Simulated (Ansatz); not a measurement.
MgAl+, closed-shell singlet (lowest of 2S+1 = 1, 3 at CCSD(T)/def2-TZVPP on PBE0 minima; our sources give no spin for the ground state, which may be another), most abundant isotopes (23.9850 and 26.9815 u). Constants from fifth-degree fits in 1/R to seven points on the lowest solution found; no spin–orbit coupling, no relativity up to Kr; ω_e x_e and α_e move by some per cent with the fit.

Correlated levels freeze the inner cores; with def2 sets outer-core shells near the valence are correlated too.

Programs: Ansatz (Gaussian basis) for Hartree–Fock, density functionals and correlated methods. Values without a source in brackets are computed.

```csv
level,r_e (Å),ω_e (cm⁻¹),ω_e x_e (cm⁻¹),α_e (cm⁻¹)
PBE/def2-TZVPP,3.1361,184.1,1.19,0.00122
CCSD(T)/def2-QZVPP,3.1053,196.2,1.27,0.00115
```

Q: Derive the rotational constants, the centrifugal constant, the fundamental, the zero-point energy and the force constant.

A: 
μ = 12.69760 u.
- PBE/def2-TZVPP: B_e = 16.8576/(μ r_e²) = 0.13499 cm⁻¹; B₀ = B_e − α_e/2 = 0.13438 cm⁻¹; D = 4B_e³/ω_e² = 2.90e-07 cm⁻¹; fundamental ω_e − 2ω_e x_e = 182 cm⁻¹; zero-point energy ω_e/2 − ω_e x_e/4 = 92 cm⁻¹; k = μ(2πcω_e)² = 25.3 N/m; the line J = 1 ← 0 at 2B₀ = 8.057 GHz
- CCSD(T)/def2-QZVPP: B_e = 16.8576/(μ r_e²) = 0.13768 cm⁻¹; B₀ = B_e − α_e/2 = 0.13710 cm⁻¹; D = 4B_e³/ω_e² = 2.71e-07 cm⁻¹; fundamental ω_e − 2ω_e x_e = 194 cm⁻¹; zero-point energy ω_e/2 − ω_e x_e/4 = 98 cm⁻¹; k = μ(2πcω_e)² = 28.8 N/m; the line J = 1 ← 0 at 2B₀ = 8.221 GHz

Doubts at one or more of the structures used: a restricted determinant that unrestricted orbitals would lower (CCSD(T)/def2-QZVPP).

Ansatz is a program for electronic structure.
